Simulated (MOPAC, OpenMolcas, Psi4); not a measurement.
## C2H7BO (SMILES CBOC): the HOMO–LUMO gap, rung by rung

C2H7BO has 11 atoms, charge 0, and is taken as a singlet. SMILES: `CBOC`. The coordinates come from a PBE0-D4/def2-TZVP relaxation. This is one conformer, not always the lowest.

Quantity: the HOMO–LUMO gap, in eV. The values are calculated.

| level | kind | program | value (eV) |
| --- | --- | --- | --- |
| PM7 | semi-empirical | MOPAC | 10.82 |
| HF/cc-pVDZ | Hartree–Fock | OpenMolcas | 16.13 |
| SVWN5/cc-pVDZ | LDA | OpenMolcas | 6.05 |
| revPBE/cc-pVDZ | GGA | OpenMolcas | 6.27 |
| r2SCAN/cc-pVDZ | meta-GGA | OpenMolcas | 6.92 |
| M06-2X/cc-pVDZ | hybrid meta-GGA | Psi4 | 11.11 |
| CAM-B3LYP/cc-pVDZ | range-separated hybrid | Psi4 | 11.36 |
| B2PLYP/cc-pVDZ | double hybrid | OpenMolcas | 11.57 |

The values span 6.05 to 16.13 eV. Orbital gaps aren't excitation energies, and those of double hybrids come from the SCF part alone; they tend to grow with the share of exact exchange.
